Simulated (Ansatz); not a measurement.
Reaction (formal exchange of groups at a Ge–C bond): `[OH][GeH]([F])[CH2]Cl` + `FC1=CN1` → `[OH][GeH]([F])[F]` + `ClCC1=CN1`

Calculated with Ansatz (gas phase, PBE0-D4/def2-TZVP geometries, no zero-point term in ΔE). CCSD(T)/CBS is the MP2 limit (def2-TZVPP, def2-QZVPP) plus CCSD(T) − MP2 in def2-TZVPP, frozen cores. Functionals use def2-TZVPP. For Ge outer-core shells are correlated without core-valence functions, which leaves a few kJ/mol of doubt a bond. Scalar relativity is left out up to krypton. One conformer a species, not always the lowest.

```tsv
level	ΔE (eV)
PBE-D4	-1.56
SCS-MP2/def2-QZVPP	-1.84
```

(1) What does CCSD(T)/CBS give? (Estimate.)

Largest T1 diagnostic among the species: 0.013.

Results:

(1) The calculation gave: -1.73 eV. The listed levels differ from it by 0.17, -0.11 eV.

From PBE to PBE0 (25 % exact exchange), in def2-TZVPP and without D4, ΔE moves by −0.07 eV. In def2-TZVPP, CCSD(T) changes the Hartree–Fock value by +0.15 eV (the triples alone add +0.02 eV) and MP2 by +0.05 eV.
